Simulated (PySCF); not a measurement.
C3H8OSi2, SMILES CO[Si@@H]1C=C[SiH2]1.

Geometry: B3LYP-D3(BJ)/def2-SVP. The structure was generated by enumeration; whether it is a known compound was not checked. Other conformers were not sampled.

Level of theory: r2SCAN/def2-TZVP in PySCF.

The molecule is in vacuum.

```
Item                                                                                                             Value
---------------------------------------------------------------------------------------------  -----------------------
total energy                                                                                        -773.26002 hartree
highest occupied level                                                                                        -6.51 eV
lowest empty level                                                                                            -1.60 eV
orbital gap                                                                                                    4.91 eV
dipole moment                                                                                                   1.26 D
quadrupole, principal values (traceless, Buckingham form, about the centre of nuclear charge)    -6.18, 0.18, 5.99 D·Å
mean static polarisability                                                                       92.2 bohr³ (13.67 Å³)
polarisability, principal values                                                               72.3, 87.5, 116.8 bohr³
```
